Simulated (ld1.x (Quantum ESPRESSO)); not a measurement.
magnesium PAW: all-electron and pseudo phase curves

- Element: magnesium (Mg)
- Generator: ld1.x (Quantum ESPRESSO) 7.5
- Type: PAW
- Functional: BP86
- Relativity: scalar-relativistic
- Frozen core: [He]
- Valence charge: 10
- Reference configuration: 2s2 2p6 3s2 3p0
- Partial waves: 2s (bound): rcut 1.20, rcutus 1.60 bohr; 3s (bound): rcut 1.20, rcutus 1.60 bohr; 2p (bound): rcut 1.05, rcutus 1.15 bohr; 3p (bound, empty): rcut 1.05, rcutus 1.15 bohr
- Local potential: all-electron potential smoothed inside 1.50 bohr (lloc = -2)
- Core correction: Bessel-smoothed model core inside 0.85 bohr
- Augmentation charge: BESSEL, radius 1.00 bohr

The phase is arctan(r·u′/u) with u = r·R(r), unwrapped; energies in Ry, scanned from -8 to 5 Ry. A pole is an energy at which the radial function vanishes at the test radius. The pseudo phase is shifted by a multiple of π to meet the all-electron one at the reference energy, and phase errors are pseudo minus all-electron; the curves can meet again beyond the range given. Levels narrower than the energy grid can be missing from the lists of poles.

```json
{"channel": "s", "radius (bohr)": "1.75", "reference energy (Ry)": "-0.35", "poles, all-electron": "-5.74", "poles, pseudo": "-5.74", "unbroken range about the reference energy with phases within 0.05 rad": "the whole range", "phase error 1 Ry above the reference energy (rad)": "-0.001"}
{"channel": "p", "radius (bohr)": "1.75", "reference energy (Ry)": "-0.10", "poles, all-electron": "-3.25", "poles, pseudo": "-3.25", "unbroken range about the reference energy with phases within 0.05 rad": "the whole range", "phase error 1 Ry above the reference energy (rad)": "+0.000"}
```

Phases in the s channel:

| E (Ry) | all-electron | pseudo |
| --- | --- | --- |
| -8.00 | 1.331 | 1.331 |
| -7.76 | 1.323 | 1.323 |
| -7.52 | 1.314 | 1.314 |
| -7.28 | 1.303 | 1.302 |
| -7.04 | 1.287 | 1.287 |
| -6.80 | 1.265 | 1.265 |
| -6.56 | 1.228 | 1.227 |
| -6.32 | 1.142 | 1.142 |
| -6.08 | 0.696 | 0.695 |
| -5.84 | -1.422 | -1.422 |
| -5.60 | -1.661 | -1.661 |
| -5.36 | -1.728 | -1.728 |
| -5.12 | -1.762 | -1.762 |
| -4.88 | -1.784 | -1.784 |
| -4.64 | -1.802 | -1.802 |
| -4.40 | -1.817 | -1.817 |
| -4.16 | -1.830 | -1.830 |
| -3.92 | -1.843 | -1.844 |
| -3.68 | -1.857 | -1.857 |
| -3.44 | -1.871 | -1.871 |
| -3.20 | -1.885 | -1.885 |
| -2.96 | -1.900 | -1.900 |
| -2.72 | -1.917 | -1.917 |
| -2.48 | -1.935 | -1.935 |
| -2.24 | -1.955 | -1.955 |
| -2.00 | -1.977 | -1.977 |
| -1.76 | -2.003 | -2.003 |
| -1.52 | -2.032 | -2.032 |
| -1.28 | -2.066 | -2.066 |
| -1.04 | -2.106 | -2.106 |
| -0.80 | -2.154 | -2.154 |
| -0.56 | -2.212 | -2.212 |
| -0.32 | -2.284 | -2.284 |
| -0.08 | -2.374 | -2.374 |
| 0.16 | -2.487 | -2.487 |
| 0.40 | -2.632 | -2.632 |
| 0.64 | -2.814 | -2.815 |
| 0.88 | -3.033 | -3.034 |
| 1.12 | -3.277 | -3.278 |
| 1.36 | -3.519 | -3.521 |
| 1.60 | -3.735 | -3.737 |
| 1.84 | -3.913 | -3.916 |
| 2.08 | -4.055 | -4.057 |
| 2.32 | -4.166 | -4.168 |
| 2.56 | -4.254 | -4.256 |
| 2.80 | -4.324 | -4.326 |
| 3.04 | -4.381 | -4.384 |
| 3.28 | -4.428 | -4.431 |
| 3.52 | -4.468 | -4.471 |
| 3.76 | -4.502 | -4.505 |
| 4.00 | -4.531 | -4.534 |
| 4.24 | -4.557 | -4.559 |
| 4.48 | -4.579 | -4.582 |
| 4.72 | -4.599 | -4.602 |
| 4.96 | -4.617 | -4.620 |
